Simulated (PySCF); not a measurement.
A structure optimised at PBE-D3(BJ)/def2-SVP, used in a PySCF frequency run:

```
Re
O 1 1.7136
O 1 1.7136 2 107.87
O 1 1.7136 2 107.87 3 -116.28
F 1 1.8659 2 111.03 3 121.86
```
Charge 0, spin multiplicity 1.

Problem. Write its SMILES, formula and point group.

Solution. [O]=[Re](=[O])(=[O])[F], FO3Re, C3v

Problem. What are its rotational constants (standard atomic weights)?

Solution. 4.1159, 3.4723, 3.4723 GHz
